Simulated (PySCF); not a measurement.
ORD: `N#C[C@@H]1[C@@H](S)C12CC2`, C6H7NS

Geometry (Å), atoms numbered from 1 in this order:
```xyz
15

N     1.064    3.230   -0.097
C     1.058    2.096    0.062
C     1.032    0.690    0.255
C     0.864   -0.216   -0.969
S     1.814   -1.740   -1.088
C    -0.235   -0.063   -0.008
C    -1.685    0.226   -0.027
C    -1.137   -0.930    0.779
H     1.682    0.341    1.052
H     0.801    0.255   -1.942
H     1.460   -2.210    0.108
H    -2.238    0.009   -0.928
H    -2.038    1.100    0.502
H    -1.127   -0.844    1.856
H    -1.319   -1.935    0.424
```

Method used: PySCF, TDDFT wB97X-D/def2-SVPD circular dichroism and optical rotation, one conformer, gas phase. Geometry: GFN2-xTB.

The molecule is flexible and this is one conformer; a measurement averages over conformers.

Stereocentres: C3 R, C4 R.

(1) Give the optical rotatory dispersion at 633, 589.3, 546, 436, 405, 365, 355 nm.

(2) And for the mirror image at 589.3 nm?

(3) What is the molar rotation [Φ] = [α]·M/100 of the geometry above at 589.3 nm?

Answers

(1) [α] in deg dm⁻¹ (g/mL)⁻¹:
| λ (nm) | origin-invariant length gauge | modified velocity gauge | length gauge (centre of mass) | isotropic polarisability (au) |
| --- | --- | --- | --- | --- |
| 633 | -59.1 | -50.2 | -59.8 | 92.9 |
| 589.3 | -68.1 | -57.8 | -69.0 | 93.3 |
| 546 | -79.3 | -67.0 | -80.3 | 93.8 |
| 436 | -122.9 | -102.0 | -124.7 | 95.7 |
| 405 | -141.0 | -115.7 | -143.2 | 96.5 |
| 365 | -168.8 | -135.3 | -171.7 | 98.1 |
| 355 | -176.4 | -140.2 | -179.6 | 98.5 |

(2) +68.1 deg dm⁻¹ (g/mL)⁻¹ (origin-invariant length gauge): the same size and the opposite sign.

(3) With M = 125.19 g/mol, -85.3 deg cm² dmol⁻¹ (origin-invariant length gauge).

The first excitation lies at 5.51 eV (225 nm) with R = +0.9 × 10⁻⁴⁰ esu² cm² (velocity form).
